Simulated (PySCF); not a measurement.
# Krypton: a sound run and one with changed settings

Sound run: Kr⁺ [Ar] 3d10 4s2 4p5, Kr²⁺ [Ar] 3d10 4s2 4p4. All numbers are calculated (PySCF 2.14, the non-relativistic Hamiltonian (point nucleus), in pcseg-2 (6s5p3d1f, 43 functions)). In the sound run the correlated levels freeze [Ar] 3d10. The sound run starts from symmetry-adapted Hartree-Fock orbitals and uses a fine grid where one is needed.

Changed run: all electrons correlated in a basis built for the valence shell.

```json
{"species": "Kr⁺", "method": "MP2", "sound run (hartree)": "-2751.67961", "changed run (hartree)": "-2751.79136", "converged": "yes"}
{"species": "Kr²⁺", "method": "MP2", "sound run (hartree)": "-2750.79514", "changed run (hartree)": "-2750.90473", "converged": "yes"}
```

Ionisation energy of Kr⁺:

| method | sound run (eV) | changed run (eV) |
| --- | --- | --- |
| UHF | 23.255 | 23.255 |
| MP2 | 24.068 | 24.126 |
| SCS-MP2 | 24.064 | 24.101 |

A valence basis has no tight correlating functions, so it recovers only part of the core correlation, and not evenly between atom and ion.

For comparison, NIST gives 24.360 eV between the lowest levels.
